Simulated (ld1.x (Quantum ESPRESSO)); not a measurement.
**Plane-wave convergence, TM potential for beryllium**

- Element: Be
- Generator: ld1.x (Quantum ESPRESSO) 7.5
- Type: norm-conserving Troullier–Martins (Kleinman–Bylander form)
- Functional: PBE
- Relativity: scalar-relativistic
- Frozen core: [He]
- Valence charge: 2
- Reference configuration: 2s1.75 2p0.25
- Partial waves: 2p (bound): rc 4.20 bohr; 3d channel at 0.3 Ry: rc 3.45 bohr; 2s (bound): rc 1.40 bohr
- Local potential: the s channel
- Core correction: Bessel-smoothed model core, default radius (core density twice the valence density)

The pseudo-atom Hamiltonian at the reference potential is diagonalised in spherical Bessel functions j_l(qr) that vanish at 20 bohr, with q² up to the cutoff. All-electron valence levels (Ry): 2p -0.1590, 2s -0.4238.

Q: How do the lowest levels (Ry) of each channel move with the cutoff, and are there ghosts?

A:

```
cutoff (Ry)     p #1    p #2    d #1     s #1     s #2    f #1    f #2  Σ f·Δε (mRy)
          8  -0.1589  0.0308  0.0579  -0.4161  -0.0048  0.1076  0.2348          13.4
         12  -0.1590  0.0308  0.0579  -0.4213  -0.0053  0.1076  0.2348           4.3
         18  -0.1590  0.0308  0.0579  -0.4218  -0.0053  0.1076  0.2348           3.4
         25  -0.1590  0.0308  0.0579  -0.4223  -0.0054  0.1076  0.2348           2.6
         35  -0.1590  0.0308  0.0579  -0.4234  -0.0055  0.1076  0.2348           0.7
         45  -0.1590  0.0308  0.0579  -0.4236  -0.0055  0.1076  0.2348           0.3
        400  -0.1590  0.0308  0.0579  -0.4238  -0.0055  0.1076  0.2348           0.0
```

Result: no extra level below or beside the all-electron valence levels (p, d, s, f tested); 10 mRy is reached at 10 Ry and 1 mRy at 35 Ry.
